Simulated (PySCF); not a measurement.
Correlation energy of Sb⁺ (antimony, charge +1)

[Kr] 4d10 5s1 5p2 5d1, one real determinant (an excited configuration). Computed with PySCF 2.14 in dyall-av2z (22s16p12d, 130 functions), with no relativity, point nucleus. Frozen: [Kr] 4d10; 4 electrons correlated; the 62 highest virtual orbitals of each spin left out.

```tsv
level	correlation energy (mhartree)
CCSD	-29.99
(T)	-2.66
CCSD(T)	-32.65
```

Diagnostics: T1 = 0.023, D1 = 0.0645, largest double amplitude 0.479.

Task: Is a single reference adequate?

Result: Not fully. The real determinant used has ⟨L²⟩ near 8 against 12 for a pure F term, so it mixes terms. A non-relativistic calculation at this Z misses sizeable relativistic shifts. The outer electron is Rydberg-like, and this basis confines it to a smaller radius and binds it less than a complete one would. A double-excitation amplitude exceeds 0.15, a sign of near-degeneracy.

The reference is one real determinant that mixes LS terms of this configuration.
